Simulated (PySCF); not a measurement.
## Mn: ionisation energy

Mn [Ar] 3d5 4s2 (6S) → Mn+ [Ar] 3d5 4s1 (7S), as a difference of total energies. Computed with PySCF 2.14 in aug-cc-pVDZ (7s6p4d2f, 59 functions), with no relativity, point nucleus. Correlated levels: valence: [Ar] frozen. The calculations carry no spin-orbit coupling.

```
           method  ionisation energy (eV)  difference from reference (eV)
              UHF                   5.980                          -1.454
           r2SCAN                   6.874                          -0.560
             TPSS                   7.033                          -0.401
    MP2 (valence)                   6.913                          -0.521
SCS-MP2 (valence)                   7.109                          -0.325
```

Reference: 7.434 eV (measured; NIST Atomic Spectra Database, ionization energies).

These non-relativistic numbers lack the scalar-relativistic shift.

Errors of the correlated levels include the incompleteness of this basis and the frozen core.

MP2 underrates the near-degeneracy of ns² with np² in the lower species.
